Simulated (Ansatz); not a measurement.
Reaction (ligand exchange at the Sc–F bond): `C[N](C)[Sc]([F])[N](C)C` + `CNC` → `C[N](C)[Sc]([N](C)C)[N](C)C` + H–F

Isolated molecules relaxed with PBE0-D4/def2-TZVP in Ansatz; ΔE leaves out vibrations. CCSD(T)/CBS adds triple-zeta CCSD(T) − MP2 to the extrapolated MP2 energy (def2 sets, frozen cores). This one scheme is used for every species. Functionals use def2-TZVPP. B3LYP here is the variant with VWN-RPA as its local correlation; programs differ in this. HSE06 is defined as in plane-wave codes. For Sc outer-core shells are correlated without core-valence functions, which leaves a few kJ/mol of doubt a bond. Scalar relativity is left out up to krypton. Each species was taken in one conformer, which may not be the lowest.

```csv
level,ΔE (kJ/mol),difference from CCSD(T)/CBS
LDA (SPW92),135.6,6.5
PBE-D4,139.7,10.6
revPBE-D4,135.1,6.0
BLYP-D4,141.8,12.7
B97M-V,148.2,19.1
B3LYP-D4,143.0,13.9
r2SCANh-D4,145.6,16.5
r2SCAN0-D4,144.6,15.5
HSE06-D4,139.4,10.3
BHLYP-D4,146.2,17.1
CAM-B3LYP-D4,151.0,21.9
ωB97X-V,150.8,21.7
ωB97M-V,146.2,17.1
B2PLYP,150.8,21.7
PBE-QIDH,142.1,13.0
PBE,152.0,22.9
revPBE,158.9,29.8
BLYP,164.3,35.2
PBE0,151.2,22.1
B3LYP,161.4,32.3
r2SCANh,150.6,21.5
r2SCAN0,150.0,20.9
HSE06,150.4,21.3
BHLYP,162.1,33.0
CAM-B3LYP,163.0,33.9
LC-ωPBE,163.5,34.4
RPA@PBE/def2-TZVPP,131.4,2.3
HF/def2-SVP,172.8,43.7
MP2/def2-SVP,145.1,16.0
CCSD/def2-SVP,150.6,21.5
CCSD(T)/def2-SVP,145.6,16.5
HF/def2-TZVPP,170.6,41.5
MP2/def2-TZVPP,128.5,-0.6
SCS-MP2/def2-TZVPP,137.2,8.1
CCSD/def2-TZVPP,138.5,9.4
HF/def2-QZVPP,171.1,42.0
MP2/def2-QZVPP,126.8,-2.3
HF/CBS(def2),171.1,42.0
MP2/CBS(def2),125.2,-3.9
CCSD/CBS(def2),135.3,6.2
CCSD(T)/CBS,129.1,0
```

Largest T1 diagnostic among the species: 0.015.

In def2-TZVPP, CCSD(T) changes the Hartree–Fock value by −38.3 kJ/mol (the triples alone add −6.2 kJ/mol) and MP2 by −42.2 kJ/mol. At CCSD(T), def2-SVP lies +16.5 kJ/mol from the extrapolated value and def2-TZVPP +3.2 kJ/mol. Leaving LDA and LC-ωPBE aside and taking each functional with its dispersion term where it has one, the values spread over 15.9 kJ/mol, from revPBE-D4 to CAM-B3LYP-D4. LDA lies −16.3 kJ/mol from PBE without D4.

CCSD(T)/CBS has its own doubt, a few kJ/mol and more with outer-core shells, so smaller differences from it don't rank the levels.
